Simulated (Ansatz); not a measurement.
BCl$_{3}$H$_{2}$O$_{3}$Si, SMILES `OB(O)O[Si](Cl)(Cl)Cl` from Hartree–Fock to CCSD(T)

Z-matrix (Å, degrees):
```
Si
Cl 1 2.024
O 1 1.614 2 106.9
Cl 1 2.024 2 109.2 3 120.2
Cl 1 2.024 2 109.2 3 -120.2
B 3 1.378 1 135.2 2 -180.0
O 6 1.360 3 120.0 1 179.9
O 6 1.356 3 119.1 1 -0.1
H 7 0.960 6 112.9 3 -0.0
H 8 0.960 6 112.8 3 180.0
```

Total charge 0; spin multiplicity 1. The geometry is a stationary point of PBE0-D4/def2-TZVP. It is one conformer, not always the lowest. Frozen core, restricted reference, Ansatz 0.2.0. CBS rows extrapolate triple and quadruple zeta; past MP2 they add the triple-zeta difference.

```
     basis      HF (Eh)  MP2 corr.
def2-TZVPP  -1918.43552   -1.46989
def2-QZVPP  -1918.49487   -1.60421
```

Q: Estimate the CCSD correlation energy and the (T) correction in each basis where they were run (hartree).

A: 
```
     basis  CCSD corr.       (T)
def2-TZVPP    -1.52075  -0.06161
 CBS(def2)    -1.75457     as TZ
```
